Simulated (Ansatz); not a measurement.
ClHSi (SMILES [SiH]Cl) moved off its minimum; all values from Ansatz (a first-principles code), cores frozen in correlated methods.
(charge 0, multiplicity 1)
```xyz
3

Si     0.82284    -0.19562     0.71447
H      1.80585    -0.50378    -0.32638
Cl    -0.70099     0.27166    -0.61022
```

```tsv
level	largest force (eV/Å)	on atom	rms difference from CCSD(T)/aug-cc-pV(T+d)Z (eV/Å)	dipole (D)
HF/def2-TZVPP	0.80	H2	0.099	1.29
PBE/def2-TZVPP	1.33	Si1	0.172	0.86
r2SCAN/def2-TZVPP	1.10	Si1	0.094	0.91
B3LYP/def2-TZVPP	1.05	Si1	0.051	1.03
wB97M-V/def2-TZVPP	0.97	Si1	0.063	1.11
MP2/aug-cc-pV(T+d)Z	0.87	Si1	0.064	1.10
CCSD(T)/aug-cc-pV(T+d)Z	0.95	Si1	0.000	1.07
```

The differences count from one level among others, with limits of its own. Forces at CCSD(T)/aug-cc-pV(T+d)Z (eV/Å):

| atom | Fx | Fy | Fz |
|---|---|---|---|
| Si1 | -0.425 | 0.135 | 0.843 |
| H2 | 0.650 | -0.204 | -0.664 |
| Cl3 | -0.224 | 0.069 | -0.179 |

Doubts at one or more of the structures used: a restricted determinant that unrestricted orbitals would lower (MP2/aug-cc-pV(T+d)Z, CCSD(T)/aug-cc-pV(T+d)Z).
